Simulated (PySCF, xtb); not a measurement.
NbO3, SMILES [O]=[Nb](=[O])=[O] (connectivity only; charge and spin as stated), neutral, multiplicity 2.

Harmonic wavenumbers (cm⁻¹) from GFN2-xTB run with xtb at its own minimum, in rising order: 187, 187, 214, 635, 635, 664.

### Question
What does PBE0-D3(BJ)/def2-TZVP in PySCF give at its own minimum? (The exact figures need the calculation; the answer reports its results.)

### Answer
168, 203, 318, 621, 952, 1007. Paired by order, the mean absolute difference is 136 cm⁻¹ and the zero-point energies are 3.6 and 4.7 kcal/mol.
